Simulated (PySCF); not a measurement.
C2HCl3, SMILES ClC=C(Cl)Cl.

Coordinates come from a B3LYP-D3(BJ)/def2-SVP optimisation.

Calculation: TDA-PBE/def2-SVPD run with PySCF 2.14.0.

Vertical excitations. The molecule is in vacuum. State labels are in the subgroup Cs.

Computed lowest excited states:
```tsv
state	symmetry	energy (eV)	λ (nm)	f	main pairs
S1	A"	5.12	242	0.000	HOMO→LUMO+1 97 %
S2	A"	5.25	236	0.000	HOMO→LUMO+2 97 %
S3	A"	5.93	209	0.000	HOMO−1→LUMO 100 %
S4	A'	5.98	207	0.311	HOMO→LUMO 79 %
S5	A"	6.32	196	0.000	HOMO−2→LUMO 86 %, HOMO→LUMO+3 14 %
S6	A"	6.36	195	0.004	HOMO→LUMO+3 85 %, HOMO−2→LUMO 14 %
S7	A'	6.55	189	0.041	HOMO−1→LUMO+1 78 %, HOMO−3→LUMO 16 %
S8	A'	6.66	186	0.005	HOMO−1→LUMO+2 70 %, HOMO−3→LUMO 18 %
S9	A'	6.80	182	0.058	HOMO−3→LUMO 41 %, HOMO−2→LUMO+1 37 %
S10	A"	6.83	181	0.000	HOMO−4→LUMO 98 %
T1	A'	3.69	336	0	HOMO→LUMO 98 %
T2	A"	4.65	267	0	HOMO→LUMO+1 99 %
T3	A"	4.84	256	0	HOMO→LUMO+2 99 %
T4	A"	5.82	213	0	HOMO−1→LUMO 100 %
```
Triplets are in the Tamm–Dancoff approximation.
